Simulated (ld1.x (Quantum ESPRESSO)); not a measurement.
What one change does to a pseudopotential (hydrogen (H), ultrasoft)

ld1.x (Quantum ESPRESSO) 7.5 input, shortened:

```
&input
   title='H', zed=1., rel=1, dft='PZ', iswitch=3,
   config='1s1'
 /
 &inputp
   pseudotype=3, tm=.true., lloc=-1, rcloc=0.60,
   nlcc=.false.,
   which_augfun='PSQ', rmatch_augfun=0.65
 /
2
1S  1  0   1.00   0.00  0.60  0.75  0.0
1S  1  0   0.00   2.10  0.60  0.75  0.0
 &test
   configts(1)='1s1'
 /
```

Change: functional PBE.

Cutoffs: the cutoffs (Ry, on a coarse ladder) from which the occupation-weighted sum of valence levels, in a spherical-Bessel basis at the reference potential, stays within 10 and 1 mRy of its value at 400 Ry; they do not see the model core or the augmentation charge, which bear on the density cutoff. Errors are all-electron minus pseudo energies relative to the spin-unpolarised reference configuration.

Predict the effect on cutoff, ghosts and configuration errors.

The potential gets harder (25 Ry and 50 Ry → 30 Ry and 55 Ry); the number of tests with a reliable result goes from 3 to 1; neither file shows a bound ghost.

```tsv
quantity	base	changed
cutoff, loose	25 Ry	30 Ry
cutoff, tight	50 Ry	55 Ry
bound ghosts	none	none
error for 1s0.5, meV [ΔE 4.64 → 4.76 eV]	0.0	-0.1
s: phases at 0.84 bohr within 0.05 rad from the reference energy up to (Ry; the scan ends near 5)	to the end of the scan	to the end of the scan
lowest overlap eigenvalue by channel	s 0.99	s 0.99
```
